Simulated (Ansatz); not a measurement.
`C=C(Cl)[SiH2]C` → `C=C(C)Cl` + `[SiH2]` at 400 K and 1 bar (silylene formation by 1,1-elimination).

Gas-phase electronic energies from Ansatz, PBE0-D4/def2-TZVP geometries. CBS: MP2 limit from def2 TZ/QZ plus the TZ coupled-cluster correction, frozen cores. This one scheme is used for every species. Each species was taken in one conformer, which may not be the lowest.

```json
{"species": "`C=C(Cl)[SiH2]C`", "CCSD(T)/CBS energy (Eh)": "-867.21796", "H − E (kJ/mol)": "263.6", "S (J/(mol·K))": "392.3"}
{"species": "`C=C(C)Cl`", "CCSD(T)/CBS energy (Eh)": "-576.92662", "H − E (kJ/mol)": "210.1", "S (J/(mol·K))": "318.6"}
{"species": "`[SiH2]`", "CCSD(T)/CBS energy (Eh)": "-290.19011", "H − E (kJ/mol)": "44.2", "S (J/(mol·K))": "218.1"}
```

H − E and S are ideal-gas, rigid-rotor, harmonic terms from PBE0-D4/def2-TZVP, for one conformer and one mirror image of each species. 1 Eh = 2625.50 kJ/mol, R = 8.31446 J/(mol·K).

**Question.** By hand: ΔE, ΔH, ΔS and ΔG.

**Answer.** ΔE = (-576.92662) + (-290.19011) − (-867.21796) = 0.10123 Eh = 265.8 kJ/mol. Δ(H − E) = 210.1 + 44.2 − 263.6 = -9.3, so ΔH = 256.5 kJ/mol. ΔS = 318.6 + 218.1 − 392.3 = 144.4 J/(mol·K). ΔG = 256.5 − 400 × (144.4)/1000 = 198.7 kJ/mol.

**Question.** By hand: the equilibrium constant, and the temperature at which ΔG would vanish if ΔH and ΔS stayed fixed.

**Answer.** log₁₀ K = −ΔG/(RT ln 10) = -25.9. ΔG = 0 at ΔH/ΔS = 1776 K.

The number of gas molecules changes by +1, which sets the sign of ΔS. A doubt of 5 kJ/mol in ΔE shifts log₁₀ K by 0.7 here. Other conformers and mirror images would add mixing entropy, several J/(mol·K) or more a flexible species. These are equilibria of isolated gas molecules and say nothing of rates. Largest T1 diagnostic: 0.014 (customary marks: 0.02 for closed shells, 0.045 for open ones).
